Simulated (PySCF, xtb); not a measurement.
Si(Br)2(OH)2 (Br2H2O2Si), SMILES O[Si](Br)(Br)O. The values are those of a single conformer.

Harmonic wavenumbers (cm⁻¹) from GFN2-xTB in xtb at its own minimum, in rising order: 92, 139, 155, 201, 214, 229, 252, 394, 494, 726, 754, 889, 993, 3673, 3678.

Problem. What does PySCF with PBE-D3(BJ)/def2-SVP give at its own minimum? (Estimate from the structure and the level; the computed values follow.)

Solution. 95, 142, 177, 229, 231, 245, 269, 400, 487, 769, 828, 858, 948, 3740, 3742. Paired by order, the mean absolute difference is 30 cm⁻¹ and the zero-point energies are 18.4 and 18.8 kcal/mol.
